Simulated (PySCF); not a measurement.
# Steps of a relaxation of [Gd(H2O)2]3+

[Gd(H2O)2]3+ (singlet in the valence; each metal's 4f electrons, 7 of them, lie in its core potential, out of spins and levels). PySCF 2.14.0, RKS BP86, Gd lcecp-1-SVP with ECP53, O def2-SVP, H def2-SVP; non-relativistic Hamiltonian with scalar-relativistic core potentials where named; density fitting; no spin-orbit coupling. Origin of the start: displaced along the imaginary mode. Columns: position (Å) and force (eV/Å). Energies are counted from the last step; some of the 23 steps are shown. Forces carry noise of the integration grid, about 0.01 to 0.03 eV/Å.

Run from Python with OMP_NUM_THREADS=2. Where DIIS fails, smearing, a level shift and second-order steps follow.
It took 59 s on 2 threads of Intel(R) Xeon(R) 6975P-C (Granite Rapids), on a shared host, from the converged density of the start.

```xyz
7
step 0  E = 0.206 eV
Gd    0.0426   -0.0031    0.0000     0.07   -0.01    0.00
O    -0.1796    0.0128    2.2847    -0.05    0.01    0.05
H     0.3073    0.5801    2.9624    -0.05   -0.06   -0.11
H    -0.7964   -0.5236    2.8756     0.06    0.05   -0.10
O    -0.1797    0.0134   -2.2847    -0.05    0.00   -0.05
H     0.3088   -0.5445   -2.9692    -0.05    0.07    0.11
H    -0.7949    0.5592   -2.8688     0.07   -0.06    0.10
```

```xyz
7
step 7  E = 0.153 eV
Gd    0.3715   -0.0298   -0.0008     0.31   -0.04    0.02
O    -0.1798    0.0182    2.1812    -0.42   -0.16    0.31
H     0.2998    0.5245    2.9095    -0.14   -0.09    0.03
H    -0.9529   -0.4266    2.6734     0.39    0.27   -0.15
O    -0.1946   -0.0053   -2.1787    -0.15    0.16   -0.33
H     0.3086   -0.4673   -2.9250    -0.26    0.13    0.05
H    -0.9445    0.4806   -2.6597     0.25   -0.27    0.07
```

```xyz
7
step 15  E = 0.010 eV
Gd    0.9761   -0.0612    0.0033     0.04   -0.01   -0.03
O    -0.1781    0.0456    1.9250    -0.10    0.04    0.14
H     0.1385    0.4608    2.7899    -0.11   -0.09   -0.08
H    -1.1004   -0.2953    2.1615     0.18    0.08   -0.04
O    -0.1682   -0.0156   -1.9297    -0.23    0.00   -0.08
H     0.1288   -0.3990   -2.8158    -0.11    0.11    0.07
H    -1.0886    0.3590   -2.1342     0.32   -0.13    0.01
```

**Question.** Where does the relaxation end?

**Answer.** It converges at step 22 in C1, nearly C2:
```xyz
7
step 22  E = 0
Gd    1.0927   -0.0754    0.0030
O    -0.1714    0.0629    1.8526
H     0.0867    0.4384    2.7506
H    -1.1122   -0.2566    2.0119
O    -0.1677   -0.0374   -1.8541
H     0.0791   -0.3568   -2.7767
H    -1.0991    0.3192   -1.9874
```

**Question.** How did the contacts change?

**Answer.** 
| contact | start (Å) | end (Å) |
| --- | --- | --- |
| Gd1–O2 (H2O) | 2.296 | 2.245 |
| Gd1–O5 (H2O) | 2.296 | 2.245 |


An lcecp potential fixes the number of 4f electrons, so in runs with it no electron can move into or out of that shell.
